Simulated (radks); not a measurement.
Values are calculated unless marked as measured or tabulated.
The selenium ion Se4+, [Ar] 3d10 4s2. Code: a radial shooting solver on a logarithmic mesh with Libxc functionals. Model: non-relativistic Kohn-Sham, r2SCAN, spin-polarised, spherical densities, point nucleus; meta-GGA in the generalised Kohn-Sham scheme. Every spin shell is full or empty, so the densities are truly spherical. Functionals are evaluated on that one density, not self-consistently. Rank these orbital-free kinetic functionals by their error against the exact value of the orbitals, and give that value: Thomas-Fermi, TF + vW, TF + vW/9, APBEK, revAPBEK, Perdew 92, PG1, DePristo-Kress, Ernzerhof.

Answer. Exact: 2396.30 hartree. From best to worst, with 100 (|E| - |E exact|)/|E exact| (equal figures are ties): DePristo-Kress -0.09, APBEK +0.10, revAPBEK +0.32, Ernzerhof -0.38, Perdew 92 -0.73, TF + vW/9 -0.74, Thomas-Fermi -6.01, PG1 +17.72, TF + vW +41.42.
